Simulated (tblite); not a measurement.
C2H10N2OSi.
SMILES with atom numbers: `[CH3:1][CH2:2][Si:3]([NH2:4])([NH2:5])[OH:6]` (hydrogens: H7, H8, H9 on C1; H10, H11 on C2; H12, H13 on N4; H14, H15 on N5; H16 on O6)

Cartesian coordinates in Å at the GFN2-xTB level; atoms count from 1:
```
atom  x, y, z in Å
C1     2.0472    0.5343    0.1112
C2     1.0472   -0.6159    0.0843
Si3   -0.7661   -0.0479    0.0871
N4    -1.0294    0.9559   -1.2980
N5    -1.7377   -1.4825    0.0995
O6    -1.1669    0.8069    1.4299
H7     1.9622    1.1369   -0.7901
H8     1.8667    1.1795    0.9683
H9     3.0694    0.1620    0.1730
H10    1.2413   -1.2304   -0.7936
H11    1.2251   -1.2556    0.9497
H12   -0.3418    1.6673   -1.4868
H13   -1.9483    1.3568   -1.4063
H14   -2.7321   -1.3635    0.2106
H15   -1.5690   -2.1604   -0.6247
H16   -1.1753    0.3654    2.2747
```

Level: GFN2-xTB in tblite, geometry and Hessian alike; calculated harmonic values, unscaled, isolated species. Against measured fundamentals such values can be off by several per cent, at times by over 20. One conformer, not necessarily the lowest.

Harmonic wavenumbers (cm⁻¹): 34.4, 125.4, 144.4, 170.5, 200.6, 217.4, 234.1, 256.1, 273.3, 299.2, 344.5, 581.9, 601.0, 660.8, 725.8, 786.4, 804.1, 819.7, 880.7, 893.2, 929.3, 989.6, 1027.7, 1084.6, 1249.7, 1308.2, 1416.6, 1495.8, 1513.6, 1515.4, 1530.7, 1536.7, 2979.5, 2999.9, 3008.2, 3026.4, 3033.0, 3468.0, 3478.9, 3502.4, 3520.5, 3678.8.

A = 3509, B = 2018, C = 1948 MHz; mass 106.056 u (most abundant isotopes); point group C1, symmetry number 1.

**Question.** Zero-point energy?

**Answer.** Half the sum of the wavenumbers: 28674 cm⁻¹ = 343.01 kJ/mol.

**Question.** Entropy at 273.15 K, 1 bar (ideal gas, RRHO, classical rotation)?

**Answer.** Translation 165.20, rotation 114.16, vibration 109.25: S = 388.6 J/(mol K).

**Question.** And Cp and H(273.15 K) − H(0)?

**Answer.** Cp = 145.87 J/(mol K), of which vibrations give 112.61 (their classical limit is 42 R = 349.2); H(273.15 K) − H(0) = 25.20 kJ/mol without the zero-point energy, 16.11 from vibrations.

**Question.** Which modes carry the vibrational entropy at 273.15 K?

**Answer.** 34.4 cm⁻¹: 22.53; 125.4 cm⁻¹: 11.91; 144.4 cm⁻¹: 10.79; 170.5 cm⁻¹: 9.48; 200.6 cm⁻¹: 8.23; 217.4 cm⁻¹: 7.63 J/(mol K); the other 36 give 38.68 together.

**Question.** Blend soft modes into free rotors: weight 1/[1 + (100 cm⁻¹/ν̃)⁴] for the oscillator and the rest for a rotor with moment μB/(μ + B), μ = h/(8π²ν), B = 10⁻⁴⁴ kg m². What vibrational entropy results?

**Answer.** 102.50 J/(mol K) in place of 109.25, which changes −T·S at 273.15 K by +1.84 kJ/mol.

**Question.** What must be added to the electronic energy to get the Gibbs energy at 273.15 K and 1 bar?

**Answer.** ZPE + [H(273.15 K) − H(0)] − T·S = 343.01 + 25.20 − 106.15 = 262.06 kJ/mol.

Hindered rotation and anharmonicity are outside this model. Other conformers, if any are populated, would add a mixing term that is left out. The structure is chiral; the term R ln 2 for an equal mix with its mirror image is left out.
